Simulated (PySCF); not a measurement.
The complex [TiBr6]3- (charge -3) contains Ti(III), shell d1. The structure is a PBE0-D3(BJ)/def2-SVP, IEF-PCM water geometry optimised for multiplicity 2; coordination octahedral, point group Oh, metal–donor distances 2.63 Å.

```
7

Ti    0.0000    0.0000    0.0000
Br    2.6261    0.0000    0.0000
Br   -2.6261    0.0000    0.0000
Br    0.0000    2.6261    0.0000
Br    0.0000   -2.6261    0.0000
Br    0.0000    0.0000    2.6261
Br    0.0000    0.0000   -2.6261
```

Method (PySCF 2.14, density fitting): CASSCF(1,5) with orbitals averaged over all microstates of the shell, strongly contracted NEVPT2 on the averaged canonical orbitals; basis x2c-TZVPall on the metal, x2c-SVPall elsewhere; spin-free X2C; IEF-PCM water; spin-orbit coupling by state interaction with the mean-field operator over all roots.

(1) Which term lies lowest, and with what spin?

(2) List the excited states of the same spin.

(3) What ligand-field parameters describe the result?

(4) What are the magnetic parameters?

No frequencies were computed for the optimised geometry. Charge-transfer states lie outside this active space and may come lower than some of these levels. The ground state is orbitally degenerate in this regular structure, which would distort (Jahn–Teller), so its moment is that of the undistorted model. NEVPT2 lifts 2Eg from 9709 to 11343 cm⁻¹; on the d shell alone it tends to overshoot states that fill the eg-type orbitals. NEVPT2 on the d shell alone tends to put d–d bands too high for such charged or covalently bound ions.

The job took 88 s on one thread of Arm Neoverse V1 (shared host), with 240 basis functions and a peak of 1.1 GiB, launched as `OMP_NUM_THREADS=1 python lf_run.py task.json out`.

Results:

(1) 2T2g (S = 1/2, orbital degeneracy 3), with 1.0 electrons in the lower (t2g-type) set and 0.0 in the upper (eg-type) set, by NEVPT2.

(2) By NEVPT2: 2Eg at 11343 cm⁻¹ (882 nm). All are electric-dipole forbidden at this geometry.

(3) At NEVPT2 level: orbital energies 0, 0, 0, 11343, 11343 cm⁻¹; 10Dq = 11343 cm⁻¹; spin-orbit coupling on the heavy ligands mixes in, so no single ζ describes it.

(4) Degenerate or low-lying orbital states mix with the ground state, so no spin-only Hamiltonian applies. The lowest spin-orbit level is 4-fold; the next lies at 252.1 cm⁻¹. μeff is 1.86 μB at 300 K and 0.41 μB at 10 K; the spin-only value is 1.73 μB.
